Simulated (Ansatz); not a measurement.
Geometry optimisation, RKS PBE0-D4/def2-SVP in Ansatz.

input.yaml

```yaml
crystal:
  periodic: [false, false, false]
  atoms:
    - { symbol: Zn, position_ang: [-0.088812, -0.49007, -1.468918] }
    - { symbol: C, position_ang: [1.062636, 0.551283, -0.261395] }
    - { symbol: Cl, position_ang: [-1.212093, -1.654977, -2.83264] }
    - { symbol: H, position_ang: [-0.645642, 0.284455, 1.366129] }
    - { symbol: O, position_ang: [-1.528408, -0.108838, 1.330127] }
    - { symbol: H, position_ang: [1.990845, 0.870536, -0.759191] }
    - { symbol: H, position_ang: [1.351014, -0.053797, 0.613689] }
    - { symbol: H, position_ang: [0.544279, 1.46109, 0.081344] }
    - { symbol: H, position_ang: [-1.473721, -0.859781, 1.930756] }
basis:
  gaussian: { orbitals: def2-SVP }
hamiltonian:
  xc: pbe0
  dispersion: d4
relax:
  f_tol: 0.03
  max_steps: 50
```

Run as:

```bash
$ ansatz run input.yaml --threads 2 --pin off --max-ram 3072MiB --backend cpu --events-out ev --progress --plain --runs-dir out
```

Where does it end, and by what steps?

The run converged. After 20 steps the energy has fallen by 0.567 eV; H9 moved furthest, 1.49 Å. Joined: Zn1–O5.

| step | energy less start (eV) | largest force component (eV/Å) | accepted |
| --- | --- | --- | --- |
| 0 | 0.0000 | 0.488 | yes |
| 1 | -0.0297 | 1.595 | yes |
| 2 | -0.1225 | 1.695 | yes |
| 3 | -0.2672 | 1.287 | yes |
| 4 | -0.3459 | 0.910 | yes |
| 5 | -0.3889 | 0.338 | yes |
| 6 | -0.4233 | 0.304 | yes |
| 7 | -0.4325 | 0.231 | yes |
| 8 | -0.4610 | 0.831 | yes |
| 9 | -0.4918 | 0.574 | yes |
| 10 | -0.5075 | 0.969 | yes |
| 11 | -0.5374 | 0.389 | yes |
| 12 | -0.5435 | 0.169 | yes |
| 13 | -0.5547 | 0.083 | yes |
| 14 | -0.5403 | 1.063 | no |
| 15 | -0.5638 | 0.190 | yes |
| 16 | -0.5639 | 0.140 | yes |
| 17 | -0.5600 | 0.448 | no |
| 18 | -0.5657 | 0.074 | yes |
| 19 | -0.5670 | 0.041 | yes |
| 20 | -0.5671 | 0.009 | yes |

```xyz
9
Properties=species:S:1:pos:R:3
Zn -0.145 -0.283 -0.627
C 1.443 0.808 -0.363
Cl -1.508 -1.685 -1.613
H -1.371 -0.627 1.905
O -1.576 -0.316 1.015
H 2.087 0.804 -1.256
H 2.042 0.440 0.485
H 1.168 1.853 -0.148
H -2.140 -0.994 0.601
```

Whether the end is a true minimum wasn't checked by a vibrational analysis.

Time of the run: 57 s on 2 threads of Intel(R) Xeon(R) CPU @ 2.80GHz (Skylake/Cascade Lake) (shared host), peak memory 0.25 GiB.
